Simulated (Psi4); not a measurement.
Noncovalent pair: PH3 (SMILES P) (first 4 atoms) with H2Se (SMILES [SeH2]); geometry from B3LYP-D3(BJ)/def2-TZVP, rigid monomers moved along the line of their centres of mass till P1···Se5 is 4.19 Å.
(charge 0, multiplicity 1):
```
atom    x (Å)    y (Å)    z (Å)
----  -------  -------  -------
P      0.1157   0.0762  -0.1725
H     -0.6378   1.2648  -0.0058
H      0.2060   0.2184  -1.5816
H     -1.0324  -0.7525  -0.2336
Se     0.2997   0.1204   4.0089
H     -0.0134  -0.3686   5.3622
H      1.0089  -1.1224   3.6774
```

Method: SAPT0/aug-cc-pVDZ (Psi4 1.11).

Question: Which attractive term is largest, and how does the interaction split up?

Answer: electrostatics -3.1, exchange 2.9, induction -0.5, dispersion -4.2, total -5.0 kJ/mol; the largest attraction is dispersion.
